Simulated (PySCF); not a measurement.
# EPR parameters of [C5H4ClFO]+

Compound: C5H4ClFO (charge +1 and doublet state).
SMILES with atom numbers: `[CH2+:1][C:2]1[O:3][C:4]([Cl:5])=[CH:6][C@H:7]1[F:8]` (hydrogens: H9, H10 on C1; H11 on C6; H12 on C7)

Cartesian coordinates in Å at the GFN2-xTB level; atoms count from 1:
```xyz
12
C5H4ClFO angstrom
C      1.9513   -0.7011   -0.2426
C      0.6564   -0.3783   -0.1372
O     -0.3390   -1.2991   -0.0261
C     -1.5100   -0.6959    0.2270
Cl    -2.8535   -1.6554    0.4776
C     -1.3959    0.6748    0.2629
C      0.0114    0.9979   -0.0939
F      0.6437    1.9117    0.6702
H      2.2704   -1.7304   -0.1955
H      2.7047    0.0629   -0.3435
H     -2.1582    1.3935    0.5035
H      0.0199    1.4188   -1.1284
```

Method: UKS B3LYP, pcH-1 on C Cl F H O, non-relativistic, mean-field spin-orbit, GIAO in PySCF. The structure is a single GFN2-xTB conformer in the gas phase; no vibrational or solvent corrections. The geometry wasn't refined by DFT: couplings that depend on bond lengths, twists or pyramidal angles can differ widely from those at the functional's own minimum, by a factor of two or more for some ions and for spin on atoms past the first row. No stability test was run, so a lower SCF solution isn't excluded.

```
g1, g2, g3                      : 2.00178, 2.00473, 2.00743
g_iso                           : 2.00465
Form of g                       : rhombic: the two nearest values differ by 48 % of g3 − g1
⟨S²⟩                            : 0.7660 (exact 0.7500)
HOMO–LUMO gap, α and β orbitals : 5.80, 2.35 eV
Total energy                    : -827.83989 Eh
```

Hyperfine couplings atom by atom, in MHz; T1 to T3 are the principal values of the dipolar part; ρ(0) is the spin density at the nucleus:

```json
{"atom": "C1", "isotope": "13C", "a_iso": "20.2", "of which spin–orbit": "-0.1", "T1": "-23.0", "T2": "-22.2", "T3": "45.2", "Mulliken spin population": "0.29", "ρ(0) (bohr⁻³)": "0.0181"}
{"atom": "C2", "isotope": "13C", "a_iso": "-7.9", "of which spin–orbit": "0.1", "T1": "-7.6", "T2": "0.7", "T3": "6.9", "Mulliken spin population": "0.00", "ρ(0) (bohr⁻³)": "-0.0071"}
{"atom": "O3", "isotope": "17O", "a_iso": "-25.5", "of which spin–orbit": "-0.2", "T1": "-77.5", "T2": "38.3", "T3": "39.2", "Mulliken spin population": "0.21", "ρ(0) (bohr⁻³)": "0.0417"}
{"atom": "C4", "isotope": "13C", "a_iso": "-25.9", "of which spin–orbit": "0.1", "T1": "-3.8", "T2": "-0.2", "T3": "4.1", "Mulliken spin population": "-0.03", "ρ(0) (bohr⁻³)": "-0.0231"}
{"atom": "Cl5", "isotope": "35Cl", "a_iso": "1.2", "of which spin–orbit": "0.3", "T1": "-7.3", "T2": "-6.1", "T3": "13.4", "Mulliken spin population": "0.04", "ρ(0) (bohr⁻³)": "0.0021"}
{"atom": "C6", "isotope": "13C", "a_iso": "41.2", "of which spin–orbit": "-0.2", "T1": "-40.8", "T2": "-40.4", "T3": "81.1", "Mulliken spin population": "0.50", "ρ(0) (bohr⁻³)": "0.0368"}
{"atom": "C7", "isotope": "13C", "a_iso": "-18.2", "of which spin–orbit": "0.0", "T1": "-3.7", "T2": "-1.8", "T3": "5.5", "Mulliken spin population": "-0.03", "ρ(0) (bohr⁻³)": "-0.0162"}
{"atom": "F8", "isotope": "19F", "a_iso": "87.5", "of which spin–orbit": "0.9", "T1": "-48.2", "T2": "-44.4", "T3": "92.6", "Mulliken spin population": "0.02", "ρ(0) (bohr⁻³)": "0.0206"}
{"atom": "H9", "isotope": "1H", "a_iso": "-18.3", "of which spin–orbit": "0.0", "T1": "-9.6", "T2": "-2.4", "T3": "12.0", "Mulliken spin population": "-0.01", "ρ(0) (bohr⁻³)": "-0.0041"}
{"atom": "H10", "isotope": "1H", "a_iso": "-19.1", "of which spin–orbit": "0.0", "T1": "-10.1", "T2": "-2.2", "T3": "12.3", "Mulliken spin population": "-0.01", "ρ(0) (bohr⁻³)": "-0.0043"}
{"atom": "H11", "isotope": "1H", "a_iso": "-34.2", "of which spin–orbit": "0.0", "T1": "-18.7", "T2": "-2.7", "T3": "21.5", "Mulliken spin population": "-0.02", "ρ(0) (bohr⁻³)": "-0.0076"}
{"atom": "H12", "isotope": "1H", "a_iso": "165.5", "of which spin–orbit": "0.0", "T1": "-4.9", "T2": "-1.6", "T3": "6.5", "Mulliken spin population": "0.06", "ρ(0) (bohr⁻³)": "0.0370"}
```

Largest spin populations (Mulliken): C6 (+0.50), C1 (+0.29), O3 (+0.21) and H12 (+0.06). Three atoms exceed +0.15.

The SMILES `[CH2+][C]1OC(Cl)=C[C@H]1F` draws the unpaired electron on C2, whose computed spin population is only 0.00.

Axes: g2 points within 14° of the C1–H9 bond and g3 points within 13° of the C2–O3 bond.

Under fast tumbling the dipolar parts average out, and these isotropic splittings remain: 1 × 1H (H12, I = 1/2, 2 lines) with 5.90 mT, 1 × 19F (F8, I = 1/2, 2 lines) with 3.12 mT, 1 × 1H (H11, I = 1/2, 2 lines) with 1.22 mT, 1 × 1H (H10, I = 1/2, 2 lines) with 0.68 mT, 1 × 1H (H9, I = 1/2, 2 lines) with 0.65 mT and 1 × 35Cl (Cl5, I = 3/2, 4 lines) with 0.04 mT.

H9 and H10 aren't averaged: C1 is flat or nearly so (angle sum 360°), and its turn about the short C1–C2 bond (1.34 Å) is taken as slow.

Main isotope only: 35Cl (natural samples also hold 24 % 37Cl, magnetic too, which adds its own pattern).

The 13C coupling of C6 (41.2 MHz) shows only in satellite lines or after enrichment, since that isotope makes up about 1.07 % of natural carbon.

The 17O coupling of O3 (-25.5 MHz) shows only in satellite lines or after enrichment, since that isotope makes up about 0.038 % of natural oxygen.

The spin density at the nucleus, in bohr⁻³, is negative for C4 (-0.0231), C7 (-0.0162) and H11 (-0.0076), for instance. A restricted open-shell determinant has no negative spin density anywhere; here it arises because α and β orbitals differ (spin polarisation).

The run took 34 s of wall time (grids of density and orbitals included) on AMD EPYC 9R45, one thread, no GPU, on a shared host, and the process peaked at 0.90 GiB of memory.
